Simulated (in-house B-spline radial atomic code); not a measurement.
Ionising Hf⁴⁺ with different functionals

Computed with an all-electron radial atomic-structure program (B-spline basis): four-component Dirac-Coulomb Hamiltonian, Fermi nucleus of rms radius 5.347 fm, spin-restricted, spherical fractional occupations for the functionals. The ionisation energy is the difference of two self-consistent energies, [Xe] 4f14 → [Xe] 4f13, without Breit or QED terms; ε is the level of the shell that loses the electron (mean over j). The electron is taken from both j subshells in proportion to 2j + 1, so the result is a j average, not the step between ground levels.

Hybrids are left out here: with spherical fractional occupations of an open shell their exact exchange keeps a self-interaction that integer-occupation calculations don't have.

```
           method  rung  ΔSCF (eV)  -ε(4f) (eV)
         LDA VWN5   LDA      69.94        58.19
 relativistic LDA   LDA      70.15        58.39
         LDA PW92   LDA      69.94        58.18
LDA exchange-only   LDA      67.93        56.23
              PBE   GGA      69.54        57.80
           PBEsol   GGA      69.61        57.86
             BLYP   GGA      69.33        57.59
             RPBE   GGA      69.47        57.72
             PW91   GGA      69.65        57.91
             BP86   GGA      69.65        57.90
             AM05   GGA      69.68        57.93
             OLYP   GGA      70.24        58.42
```

(1) How do they compare with the NIST value?

Answers

(1) NIST lists 68.37 eV ± 0.04 (semi-empirical, ground level to ground level). Errors run from -0.44 to +1.87 eV. The correlated functionals all miss on the same side by more than they spread, so the cause is common to them (Breit-QED terms, spin polarisation, the choice among j levels, multiplet and fine-structure energies, or a listed next ion that isn't the cheapest removal here) and closeness doesn't rank the functionals.
